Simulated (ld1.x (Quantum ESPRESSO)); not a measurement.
**Cutoff test, Pb (Z = 82), ultrasoft**

ld1.x (Quantum ESPRESSO) 7.5 input, shortened:

```
&input
   title='Pb', zed=82., rel=1, dft='PZ', iswitch=3,
   config='[Xe] 4f14 5d10 6s2 6p0'
 /
 &inputp
   pseudotype=3, tm=.true., lloc=-1, rcloc=1.45,
   nlcc=.false.
 /
4
6S  1  0   2.00   0.00  1.75  1.90  0.0
6S  1  0   0.00  -1.25  1.75  1.90  0.0
6P  2  1   0.00   0.00  1.45  2.00  0.0
6P  2  1   0.00   3.60  1.45  2.00  0.0
 &test
   configts(1)='6s2 6p0'
 /
```

The pseudo-atom Hamiltonian at the reference potential is diagonalised in spherical Bessel functions j_l(qr) that vanish at 20 bohr, with q² up to the cutoff. All-electron valence levels (Ry): 6s -2.0489, 6p -1.2858.

Q: How do the lowest levels (Ry) of each channel move with the cutoff, and are there ghosts?

A:

```json
{"cutoff (Ry)": "8", "s #1": "-2.4758", "s #2": "-1.9099", "p #1": "-1.2800", "p #2": "-0.4641", "d #1": "-1.3265", "f #1": "-0.3048", "f #2": "-0.1764", "Σ f·Δε (mRy)": "279.2"}
{"cutoff (Ry)": "10", "s #1": "-7.1397", "s #2": "-2.0453", "p #1": "-1.2859", "p #2": "-0.4659", "d #1": "-1.5218", "f #1": "-0.3065", "f #2": "-0.1778", "Σ f·Δε (mRy)": "8.4"}
{"cutoff (Ry)": "15", "s #1": "-17.0717", "s #2": "-2.0483", "p #1": "-1.2891", "p #2": "-0.4678", "d #1": "-1.9362", "f #1": "-0.3097", "f #2": "-0.1802", "Σ f·Δε (mRy)": "2.2"}
{"cutoff (Ry)": "18", "s #1": "-20.4192", "s #2": "-2.0488", "p #1": "-1.2894", "p #2": "-0.4680", "d #1": "-2.2261", "f #1": "-0.3106", "f #2": "-0.1809", "Σ f·Δε (mRy)": "1.3"}
{"cutoff (Ry)": "25", "s #1": "-21.6849", "s #2": "-2.0493", "p #1": "-1.2964", "p #2": "-0.6694", "d #1": "-2.5320", "f #1": "-0.3124", "f #2": "-0.1822", "Σ f·Δε (mRy)": "0.3"}
{"cutoff (Ry)": "30", "s #1": "-21.8879", "s #2": "-2.0493", "p #1": "-1.3099", "p #2": "-0.9947", "d #1": "-2.6885", "f #1": "-0.3130", "f #2": "-0.1827", "Σ f·Δε (mRy)": "0.2"}
{"cutoff (Ry)": "400", "s #1": "-22.0356", "s #2": "-2.0495", "p #1": "-1.5446", "p #2": "-1.2627", "d #1": "-2.9048", "f #1": "-0.3139", "f #2": "-0.1834", "Σ f·Δε (mRy)": "0.0"}
```

Result: ghost states, extra bound levels that the all-electron valence spectrum of the same l lacks: s at -299.8 eV, d at -39.5 eV, p at -21.0 eV (a true bound ghost makes a file unfit for plane-wave use); 10 mRy is reached at 10 Ry and 1 mRy at 21 Ry.

The cutoffs count occupied waves only; the empty 6p level needs 50 Ry at the loose tolerance. Test run stopped at test 6 of 9 (negative rho).
